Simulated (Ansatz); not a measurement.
C₂H₅ClOSi (`Cl[SiH]1CCO1`), relaxed with RKS PBE0-D4/def2-TZVP in the Gaussian-basis code of Ansatz from a PBE-D4/def2-SVP geometry. The force threshold is 0.005 eV/Å; the program also tests the step.

Total charge 0; spin multiplicity 1.

Start:

```xyz
10

Cl   -1.782    0.363   -2.247
Si   -0.249    0.790   -0.909
C     0.617   -0.697   -0.135
C    -0.097   -0.201    1.154
O    -0.772    1.010    0.691
H     0.497    1.951   -1.491
H     0.303   -1.695   -0.493
H     1.723   -0.653   -0.093
H     0.604    0.057    1.976
H    -0.844   -0.924    1.547
```

```
step  energy (eV)  largest force (eV/Å)  largest move (Å)
   1  -24595.0774                 1.054             0.000
   2  -24595.1367                 0.572             0.035
   3  -24595.1500                 0.109             0.026
   4  -24595.1503                 0.022             0.006
   5  -24595.1503                 0.009             0.002
   6  -24595.1503                 0.008             0.003
   7  -24595.1504                 0.002             0.001
```

End:

```xyz
10

Cl   -1.757    0.373   -2.217
Si   -0.253    0.775   -0.887
C     0.614   -0.695   -0.140
C    -0.094   -0.202    1.142
O    -0.770    0.994    0.669
H     0.490    1.919   -1.462
H     0.305   -1.681   -0.481
H     1.701   -0.645   -0.096
H     0.596    0.070    1.944
H    -0.833   -0.907    1.528
```

Hardware: 4 threads of an Arm Neoverse V1 on a shared host. Wall time 26 s, peak host memory 0.53 GiB.
